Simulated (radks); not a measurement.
Question: The barium ion Ba+, [Xe] 6s1. Method: non-relativistic Kohn-Sham, LDA (Slater exchange, Perdew-Wang correlation), spin-polarised, spherical densities, point nucleus; computed with a radial shooting solver on a logarithmic mesh with Libxc functionals. Every spin shell is full or empty, so the densities are truly spherical. Functionals are evaluated on that one density, not self-consistently. Rank these exchange functionals by their error against the exact value of the orbitals, and give that value: LDA, B88, PBE, RPBE, PW86, WC, SOGGA, revTPSS, MS2, Tao-Mo, TASK.

Answer: Exact: -188.882 hartree. From best to worst, with 100 (|E| - |E exact|)/|E exact| (equal figures are ties): B88 +0.03, PW86 -0.24, RPBE -0.25, PBE -0.42, MS2 -0.62, WC -0.81, Tao-Mo -0.83, revTPSS -0.93, SOGGA -2.19, TASK -2.20, LDA -4.64.
